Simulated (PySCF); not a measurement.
# MnO₃, doublet: molecular constants

Method: UPBE0 in PySCF with Mn def2-SVP, O def2-SVP; no relativity; density-fitted integrals.

The structure is a minimum.

* Point group: C3v
* Bond lengths: Mn–O 1.552 Å (×3)
* Bond angles: O–Mn–O 119.3° (×3)
* Highest occupied level (α): -9.64 eV
* Enthalpy at 298.15 K above 0 K: 14.15 kJ/mol
* Rotational constants: 0.2915, 0.2915, 0.1469 cm⁻¹
* Principal polarisabilities: 15.9, 37.4, 37.4 bohr³
* Principal quadrupole moments (Buckingham, traceless) about the centre of mass: -3.45, -3.45, 6.90 D Å
* Spin squared ⟨S²⟩: 0.914
* Zero-point energy: 22.0 kJ/mol
* Heat capacity Cp at 298.15 K: 59.7 J/(mol K)
* Lowest empty level (α): -5.18 eV
* Atomisation energy without zero-point energy: 1058 kJ/mol
* Rotational symmetry number: 3
* Dipole moment: 0.74 D
* Entropy at 298.15 K and 1 bar (electronic part: spin only): 293.1 J/(mol K)

Harmonic modes (masses in u: Mn 54.938, O 15.995):
```json
{"symmetry": "a1", "ω (cm⁻¹)": "71", "IR (km/mol, summed over degenerate members)": "48.7", "type": "bend"}
{"symmetry": "e", "ω (cm⁻¹)": "365", "IR (km/mol, summed over degenerate members)": "1.7", "type": "bend"}
{"symmetry": "a1", "ω (cm⁻¹)": "907", "IR (km/mol, summed over degenerate members)": "0.9", "type": "stretch"}
{"symmetry": "e", "ω (cm⁻¹)": "989", "IR (km/mol, summed over degenerate members)": "162", "type": "stretch"}
```

In C3v the vibrations span 2a1 + 2e.

Charges (e):
```tsv
atom	Mulliken	Löwdin	polar tensor	spin (Mulliken)	Mayer order to Mn1
Mn1	1.12	0.43	1.25	1.61	–
O2,3,4	-0.37	-0.14	-0.42	-0.20	1.77
```

Mulliken populations on Mn1: s 6.19, p 12.53, d 5.14, f 0.02.

Outer orbital energies (eV). α occupied: -13.95, -13.25, -13.25, -10.59, -10.59, -10.30, -9.70, -9.64; empty: -5.18, -5.18, -2.74, -2.74. β occupied: -13.98, -12.77, -12.77, -12.51, -11.25, -10.74, -10.74, -9.95; empty: -4.80, -4.46, -4.46, -1.97.

Formally Mn is in oxidation state +6, d1, with 1 unpaired electron. The Mulliken spin on Mn is 1.61. The polar-tensor charge on Mn, 1.25, is far below the formal one.

Other isomers or separated fragments may lie lower. Other spin states or occupations of the open shell can lie lower.

The final relaxation and frequency run took about 80 core-seconds on a shared host.
